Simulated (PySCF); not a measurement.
# Computed properties of ZnF2, SMILES [F][Zn][F]

ZnF2, SMILES [F][Zn][F]. The structure is a stationary point at B3LYP-D3(BJ)/def2-TZVP. The isomer is the one that the SMILES or the coordinates give; other isomers of the formula were not compared. Other conformers were not sampled. All values are computed for the isolated molecule unless a solvent is named; none is compared with measurement here.

**Structure.** The optimised structure has D∞h symmetry. All 4 harmonic modes at B3LYP-D3(BJ)/def2-TZVP (PySCF) are real, so it is a minimum. With heavy atoms numbered as in [Zn:1]([F:2])[F:3], the shortest bond between them is Zn1–F2 at 1.741 Å and the longest Zn1–F3 at 1.741 Å.

**Vibrations.** The strongest infrared lines (harmonic, unscaled, degenerate partners summed) lie at 753 cm⁻¹ (100 km/mol, F 63 %, Zn 37 %), 163 cm⁻¹ (80 km/mol, F 63 %, Zn 37 %). The softest mode is at 163 cm⁻¹ and the zero-point energy is 2.4 kcal/mol.

**Electronic structure.** M06-2X/def2-TZVPD (PySCF) places the frontier levels at -12.73 and -1.49 eV, a gap of 11.24 eV, and gives a dipole moment of 0.00 D and a mean polarisability of 19.3 bohr³. PBE/def2-TZVPD (PySCF) at the same geometry gives -8.65 and -3.06 eV, so its gap is 5.65 eV narrower. An orbital gap is neither the optical nor the fundamental gap.

**Excitations.** TDA-CAM-B3LYP/def2-SVPD (PySCF) has S1 at 6.81 eV (182 nm, f = 0.000, dark); the most intense of the 10 singlets computed lies at 7.61 eV (f = 0.11). Strengths of degenerate partners are summed. T1 (TDA) is at 6.45 eV, 0.36 eV under S1. TDA-PBE/def2-SVPD (PySCF) puts S1 at 5.75 eV. No vertical singlet excitation falls in the visible range (under 3.1 eV).

**NMR.** GIAO shifts at HF/pcSseg-2 (PySCF) (non-relativistic, atoms alike by connectivity averaged): ¹⁹F at -258.2 ppm against CFCl3.
